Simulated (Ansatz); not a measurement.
The cluster Ag3O⁺. Charge 1, multiplicity 1. Geometry B3LYP-D4/def2-SVP; atoms count from 1.

```xyz
4

Ag    0.1125   -0.2553    2.0502
Ag    1.4485   -0.8253   -1.2255
Ag   -1.5201    1.1409   -0.8185
O    -0.0410   -0.0603   -0.0062
```

In the def2 sets Ag takes a core potential; there is no spin–orbit coupling. The structure comes from a short search, and lower isomers may exist.

Q: Estimate the Mulliken populations from the PBE0/def2-TZVP orbitals of Ansatz.

A: 
```
atom  charge (e)  d electrons
 Ag1        0.68         9.93
 Ag2        0.68         9.93
 Ag3        0.68         9.93
  O4       -1.05            –
```
Mulliken values depend strongly on the basis.

Q: And the Mayer bond orders between heavy atoms (over 0.3)?

A: Ag1–O4 0.53 (2.07 Å); Ag2–O4 0.53 (2.07 Å); Ag3–O4 0.53 (2.07 Å).
